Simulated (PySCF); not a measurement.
C4H12Ge (SMILES [CH3][Ge]([CH3])([CH3])[CH3]), singlet, geometry from GFN2-xTB; PBE/STO-3G run with PySCF.

PySCF was given this input:
```python
from pyscf import gto, scf, dft

mol = gto.Mole()
mol.atom = '''
    C    -0.23947062   -1.06595218   -1.65989926
    Ge    0.00000000    0.00000000   -0.00000000
    C    -0.06719706    1.93648478   -0.44088209
    C    -1.45232338   -0.43786460    1.28370447
    C     1.75899106   -0.43266800    0.81707688
    H    -1.19574845   -0.84621800   -2.12542525
    H    -0.20636169   -2.12977053   -1.44389199
    H     0.54406792   -0.84340260   -2.37823336
    H     0.06161749    2.54065356    0.45234337
    H    -1.02110312    2.19755474   -0.88962537
    H     0.71871324    2.20037014   -1.14243348
    H    -2.42529904   -0.20948328    0.85870428
    H    -1.43591229   -1.49303582    1.54023754
    H    -1.34257843    0.13361553    2.20067303
    H     1.81961363   -1.48776767    1.06718570
    H     2.57004324   -0.20139974    0.13284433
    H     1.91294749    0.13888367    1.72762118
'''
mol.basis = 'sto-3g'
mol.verbose = 4
mol.build()

mf = dft.RKS(mol)
mf.xc = 'pbe'
mf.kernel()
mf.analyze()
```

Problem. What does PySCF print? Leave out banner, timings and long lists.

Solution. 
```
PySCF version 2.14.0

[INPUT] verbose = 4
[INPUT] num. atoms = 17
[INPUT] num. electrons = 68
[INPUT] charge = 0
[INPUT] spin (= nelec alpha-beta = 2S) = 0
[INPUT] symmetry False subgroup None
[INPUT] Mole.unit = angstrom
[INPUT] Symbol           X                Y                Z      unit          X                Y                Z       unit  Magmom
[...]
nuclear repulsion = 395.501390849737
number of shells = 32
number of NR pGTOs = 150
number of NR cGTOs = 50
basis = sto-3g
ecp = {}

******** <class 'pyscf.dft.rks.RKS'> ********
method = RKS
initial guess = minao
damping factor = 0
level_shift factor = 0
DIIS = <class 'pyscf.scf.diis.CDIIS'>
diis_start_cycle = 1
diis_space = 8
diis_damp = 0
SCF conv_tol = 1e-09
SCF conv_tol_grad = None
SCF max_cycles = 50
direct_scf = True
direct_scf_tol = 1e-13
XC library pyscf.dft.libxc version 7.1.2
    S. Lehtola, C. Steigemann, M. J. T. Oliveira, and M. A. L. Marques,  SoftwareX 7, 1–5 (2018)
XC functionals = pbe
    J. P. Perdew, K. Burke, and M. Ernzerhof,  Phys. Rev. Lett. 77, 3865 (1996)
    J. P. Perdew, K. Burke, and M. Ernzerhof,  Phys. Rev. Lett. 78, 1396 (1997)
    J. P. Perdew, K. Burke, and M. Ernzerhof,  Phys. Rev. Lett. 77, 3865 (1996)
    J. P. Perdew, K. Burke, and M. Ernzerhof,  Phys. Rev. Lett. 78, 1396 (1997)
radial grids:
    Treutler-Ahlrichs [JCP 102, 346 (1995); DOI:10.1063/1.469408] (M4) radial grids

becke partition: Becke, JCP 88, 2547 (1988); DOI:10.1063/1.454033
pruning grids: <function nwchem_prune>
grids dens level: 3
symmetrized grids: False
atomic radii adjust function: <function treutler_atomic_radii_adjust>
small_rho_cutoff = 0
Set gradient conv threshold to 3.16228e-05
Initial guess from minao.
tot grids = 194808
init E= -2207.77169199652
[...]
cycle= 1 E= -2210.08781942102  delta_E= -2.32  |g|= 0.662  |ddm|= 4.61
[...]
cycle= 2 E= -2209.74321982929  delta_E= 0.345  |g|= 1.42  |ddm|= 3.01
[...]
cycle= 3 E= -2210.23143800535  delta_E= -0.488  |g|= 0.275  |ddm|= 2.14
[...]
cycle= 4 E= -2210.25256032418  delta_E= -0.0211  |g|= 0.0891  |ddm|= 0.501
[...]
cycle= 5 E= -2210.25540639157  delta_E= -0.00285  |g|= 0.00768  |ddm|= 0.153
[...]
cycle= 6 E= -2210.25543593581  delta_E= -2.95e-05  |g|= 0.000372  |ddm|= 0.0181
[...]
cycle= 7 E= -2210.255435994  delta_E= -5.82e-08  |g|= 4.44e-06  |ddm|= 0.000899
[...]
cycle= 8 E= -2210.25543599401  delta_E= -1.73e-11  |g|= 5.26e-07  |ddm|= 9.86e-06
[...]
Extra cycle  E= -2210.25543599402  delta_E= -6.82e-12  |g|= 6.47e-07  |ddm|= 2.34e-06
converged SCF energy = -2210.25543599402
**** SCF Summaries ****
Total Energy =                       -2210.255435994021354
Nuclear Repulsion Energy =             395.501390849736595
One-electron Energy =                -3877.591077576720181
Two-electron Energy =                 1271.834250732962118
Two-electron Coulomb Energy =         1377.219880738787651
DFT Exchange-Correlation Energy =     -105.385630005825575
HOMO-LUMO gap [eV] =                     7.630566475686360
**** MO energy ****
[...]
 ** Mulliken pop on meta-lowdin orthogonal AOs  **
 ** Mulliken pop  **
 ** Mulliken atomic charges  **
charge of    0C =     -0.27064
charge of    1Ge =      0.50273
charge of    2C =     -0.27064
charge of    3C =     -0.27064
charge of    4C =     -0.27064
charge of    5H =      0.04832
charge of    6H =      0.04832
charge of    7H =      0.04832
charge of    8H =      0.04832
charge of    9H =      0.04832
charge of   10H =      0.04832
charge of   11H =      0.04832
charge of   12H =      0.04832
charge of   13H =      0.04832
charge of   14H =      0.04832
charge of   15H =      0.04832
charge of   16H =      0.04832
Dipole moment(X, Y, Z, Debye): -0.00001, -0.00001, -0.00001
```
